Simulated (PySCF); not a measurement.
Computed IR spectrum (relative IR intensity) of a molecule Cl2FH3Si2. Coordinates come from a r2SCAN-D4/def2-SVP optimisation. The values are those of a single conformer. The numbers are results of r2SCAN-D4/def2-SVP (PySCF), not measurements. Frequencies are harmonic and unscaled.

Lines under 2 % of the strongest are left out, and lines within 2 cm⁻¹ are merged.

ν (cm⁻¹): 184 (vw), 239 (m), 242 (w), 508 (m), 513 (w), 586 (vs), 617 (vs), 853 (vs), 904 (m), 924 (m), 928 (s), 2227 (m), 2243 (s) (against the strongest line: vs over 80 %, s over 45 %, m over 15 %, w over 4 %, vw less)

Q: Identify the compound among the candidates.
A. F[Si]([SiH3])(Cl)Cl
B. F[SiH2][SiH](Cl)Cl
C. F[Si@H](Cl)[SiH2]Cl

A: A, F[Si]([SiH3])(Cl)Cl
